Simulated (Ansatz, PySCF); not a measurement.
This singlet lies 2.60 eV below the relaxed triplet at the level frozen-core CCSD(T)/cc-pVTZ // PBE0-D3(BJ)/def2-TZVP (Ansatz, a program for electronic structure).

# H₃NOSi, SMILES `N[Si]O` (lower singlet) (charge 0, multiplicity 1)

Computed with PBE0-D3(BJ)/def2-TZVP run with PySCF.

```json
{
 "HOMO": "-6.75 eV",
 "dipole_moment": "3.21 D",
 "HOMO–LUMO gap": "6.12 eV",
 "LUMO": "-0.63 eV",
 "total_energy": "-11459.39 eV",
 "cost": "roughly 13 core-seconds"
}
```

```xyz
6

N      0.9222     0.1058     0.1619
Si    -0.1833    -1.1938     0.3484
O     -1.6525    -0.4393     0.2299
H      1.9156    -0.0660     0.1927
H      0.7191     1.0847     0.0159
H     -1.7211     0.5086     0.0894
```
